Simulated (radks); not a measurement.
Values are calculated unless marked as measured or tabulated.
Isoelectronic series with 8 electrons, all held in the configuration [He] 2s2 2p4, which need not be the ground one along the series. Level of theory: Dirac Kohn-Sham, LDA (Slater exchange, Perdew-Wang correlation), spin-unpolarised, spherical densities, point nucleus; open shells fill j = l - 1/2 first (a radial shooting solver on a logarithmic mesh with Libxc functionals). Total energies (hartree) and mean radii <r> (bohr):

[
 {"ion": "O", "E (hartree)": "-74.52724", "2p3/2": "1.265", "2p1/2": "1.263", "2s1/2": "1.147", "1s1/2": "0.2007"},
 {"ion": "F+", "E (hartree)": "-98.47199", "2p3/2": "0.9834", "2p1/2": "0.9816", "2s1/2": "0.9669", "1s1/2": "0.1772"},
 {"ion": "Ne2+", "E (hartree)": "-125.95035", "2p3/2": "0.8119", "2p1/2": "0.8103", "2s1/2": "0.8331", "1s1/2": "0.1586"},
 {"ion": "Mg4+", "E (hartree)": "-191.50039", "2p3/2": "0.6066", "2p1/2": "0.6049", "2s1/2": "0.6512", "1s1/2": "0.1310"},
 {"ion": "Al5+", "E (hartree)": "-229.57736", "2p3/2": "0.5394", "2p1/2": "0.5377", "2s1/2": "0.5869", "1s1/2": "0.1204"},
 {"ion": "Si6+", "E (hartree)": "-271.19526", "2p3/2": "0.4858", "2p1/2": "0.4841", "2s1/2": "0.5341", "1s1/2": "0.1115"},
 {"ion": "P7+", "E (hartree)": "-316.36014", "2p3/2": "0.4421", "2p1/2": "0.4403", "2s1/2": "0.4900", "1s1/2": "0.1037"},
 {"ion": "S8+", "E (hartree)": "-365.07888", "2p3/2": "0.4056", "2p1/2": "0.4038", "2s1/2": "0.4525", "1s1/2": "0.09697"},
 {"ion": "Cl9+", "E (hartree)": "-417.35910", "2p3/2": "0.3748", "2p1/2": "0.3729", "2s1/2": "0.4204", "1s1/2": "0.09102"},
 {"ion": "Ar10+", "E (hartree)": "-473.20912", "2p3/2": "0.3484", "2p1/2": "0.3464", "2s1/2": "0.3924", "1s1/2": "0.08576"},
 {"ion": "K11+", "E (hartree)": "-532.63791", "2p3/2": "0.3254", "2p1/2": "0.3234", "2s1/2": "0.3679", "1s1/2": "0.08106"},
 {"ion": "Ca12+", "E (hartree)": "-595.65509", "2p3/2": "0.3054", "2p1/2": "0.3032", "2s1/2": "0.3463", "1s1/2": "0.07684"},
 {"ion": "Sc13+", "E (hartree)": "-662.27095", "2p3/2": "0.2876", "2p1/2": "0.2854", "2s1/2": "0.3270", "1s1/2": "0.07302"},
 {"ion": "Ti14+", "E (hartree)": "-732.49639", "2p3/2": "0.2718", "2p1/2": "0.2695", "2s1/2": "0.3097", "1s1/2": "0.06957"},
 {"ion": "V15+", "E (hartree)": "-806.34298", "2p3/2": "0.2577", "2p1/2": "0.2553", "2s1/2": "0.2941", "1s1/2": "0.06641"},
 {"ion": "Cr16+", "E (hartree)": "-883.82295", "2p3/2": "0.2449", "2p1/2": "0.2424", "2s1/2": "0.2800", "1s1/2": "0.06352"},
 {"ion": "Mn17+", "E (hartree)": "-964.94919", "2p3/2": "0.2334", "2p1/2": "0.2308", "2s1/2": "0.2671", "1s1/2": "0.06087"},
 {"ion": "Fe18+", "E (hartree)": "-1049.73524", "2p3/2": "0.2229", "2p1/2": "0.2202", "2s1/2": "0.2553", "1s1/2": "0.05842"},
 {"ion": "Co19+", "E (hartree)": "-1138.19534", "2p3/2": "0.2133", "2p1/2": "0.2105", "2s1/2": "0.2445", "1s1/2": "0.05616"}
]
